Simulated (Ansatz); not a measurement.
Stepwise reaction of `O[SiH2][SiH2]O` with hydrogen fluoride, as a gas-phase model of exchange steps in deposition or etching. ΔE in kJ/mol.

Program: Ansatz. Geometries: PBE0-D4/def2-TZVP. ΔE: electronic, gas phase. CCSD(T)/CBS is the MP2 limit (def2-TZVPP, def2-QZVPP) plus CCSD(T) − MP2 in def2-TZVPP, frozen cores. This one scheme is used for every species. DFT in def2-TZVPP. B3LYP here is the variant with VWN-RPA as its local correlation; programs differ in this. One conformer a species, not always the lowest.

| step | reaction | PBE-D4 | B3LYP-D4 | ωB97M-V | CCSD(T)/CBS |
| --- | --- | --- | --- | --- | --- |
| 1 | `O[SiH2][SiH2]O` + H–F → `O[SiH2][SiH2]F` + H₂O | -37.0 | -41.5 | -39.9 | -40.5 |
| 2 | `O[SiH2][SiH2]F` + H–F → `F[SiH2][SiH2]F` + H₂O | -39.1 | -41.3 | -40.8 | -40.0 |

(1) By hand: ΔE of the 2 steps together at CCSD(T)/CBS.

Results:

(1) (-40.5) + (-40.0) = -80.5 kJ/mol, or -40.2 kJ/mol a step.

In ΔE the steps differ by no more than 0.5 kJ/mol. All are downhill at CCSD(T)/CBS. PBE-D4 differs from CCSD(T)/CBS by 0.9 to 3.5 kJ/mol a step. Isolated molecules leave out the surface, adducts and barriers. Largest T1 diagnostic: 0.012.
